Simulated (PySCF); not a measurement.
This PySCF input asks for the NMR shieldings of `O[SiH2]O[SiH2]S[SiH2]S`, H$_{8}$O$_{2}$S$_{2}$Si$_{3}$; the geometry comes from GFN2-xTB.

```python
import basis_set_exchange as bse
import numpy as np
from pyscf import gto, dft
from pyscf.prop import nmr

atoms = """
O    -2.504933    0.371189    1.808485
Si   -3.008602    0.667081    0.306457
O    -1.739753    0.675359   -0.743971
Si   -0.202690    0.433912   -1.086434
S     0.706561   -0.435620    0.663399
Si    2.736838   -0.635338    0.022218
S     3.832951   -1.404279    1.685664
H    -1.673213   -0.064363    1.991104
H    -3.523950    2.024565    0.279313
H    -3.864642   -0.394045   -0.206070
H     0.446615    1.710820   -1.324013
H    -0.109618   -0.543636   -2.156035
H     2.810786   -1.588150   -1.072833
H     3.272081    0.667094   -0.338612
H     2.817154   -1.476600    2.530654
"""
names = dict.fromkeys(["O", "Si", "S", "H"], "pcSseg-1")
basis = {el: gto.basis.parse(bse.get_basis(n, elements=[el], fmt="nwchem")) for el, n in names.items()}
mol = gto.M(atom=atoms, basis=basis, charge=0, verbose=0)
mf = dft.RKS(mol, xc="PBE0")
mf.grids.level = 2
mf.grids.alignment = dft.numint.BLKSIZE   # the property module wants whole blocks of grid points
mf.conv_tol = 1e-9
mf.kernel()

calc = nmr.RKS(mf)   # GIAO
C = mf.mo_coeff
Co = C[:, mf.mo_occ > 0]
resp = mf.gen_response(singlet=True, hermi=2)
def vind(x):   # induced exchange potential for any number of trial vectors
    d = np.einsum("pi,xij,qj->xpq", C, 2 * x.reshape(-1, C.shape[1], Co.shape[1]), Co, optimize=True)
    return np.einsum("xpq,pi,qj->xij", resp(d - d.transpose(0, 2, 1)), C, Co, optimize=True).ravel()
mo1, _ = nmr.rhf.solve_mo1(calc, with_cphf=vind)
sigma = calc.kernel(mo1)
for i, s in enumerate(sigma):   # ppm
    w = np.linalg.eigvalsh((s + s.T) / 2)
    print("%2d %-2s iso %8.1f  s11 %8.1f  s22 %8.1f  s33 %8.1f" % (i, mol.atom_pure_symbol(i), w.mean(), *w))
```

Problem. What are the results?

Solution. 
```
 0 O  iso    288.2  s11    236.1  s22    288.2  s33    340.2
 1 Si iso    382.6  s11    363.5  s22    389.9  s33    394.4
 2 O  iso    271.8  s11    222.1  s22    235.8  s33    357.6
 3 Si iso    377.6  s11    359.5  s22    361.2  s33    412.2
 4 S  iso    749.4  s11    578.8  s22    781.7  s33    887.7
 5 Si iso    372.3  s11    357.8  s22    360.9  s33    398.0
 6 S  iso    762.7  s11    608.6  s22    754.2  s33    925.2
 7 H  iso     29.2  s11     19.0  s22     25.7  s33     43.0
 8 H  iso     26.7  s11     23.2  s22     24.1  s33     32.9
 9 H  iso     26.5  s11     22.9  s22     24.2  s33     32.5
10 H  iso     26.1  s11     21.8  s22     25.2  s33     31.3
11 H  iso     26.1  s11     21.7  s22     25.2  s33     31.4
12 H  iso     26.3  s11     21.8  s22     25.0  s33     32.2
13 H  iso     26.3  s11     21.9  s22     25.1  s33     32.1
14 H  iso     31.3  s11     22.4  s22     29.8  s33     41.8
```

These numbers come from an equivalent density-fitted implementation of the same equations, which agrees with the script to about 0.01 ppm for H and up to a few tenths of a ppm for heavy atoms, so last digits may differ.

Problem. Turn these shieldings into chemical shifts. Referencing at the same level of theory: ¹⁷O (σ = 336.08 ppm) vs H2O; ²⁹Si (σ = 349.16 ppm), ¹H (σ = 31.72 ppm) against TMS; ³³S (σ = 503.73 ppm) against CS2.

Solution. Averaging equivalent atoms: O 2: 64.3; O 0: 47.9; Si 5: -23.1; Si 3: -28.4; Si 1: -33.5; S 4: -246; S 6: -259; H 10/11: 5.60; H 12/13: 5.38; H 8/9: 5.09; H 7: 2.50; H 14: 0.37 ppm. Experimental scales use liquid or dissolved standards, which lie at an offset from isolated H2O (liquid H2O: subtract about 36 ppm).

Size and cost of the density-fitted run: 194 basis functions, 60 s wall time on 1 thread of an Arm Neoverse N1, shared host; peak memory 0.81 GiB.
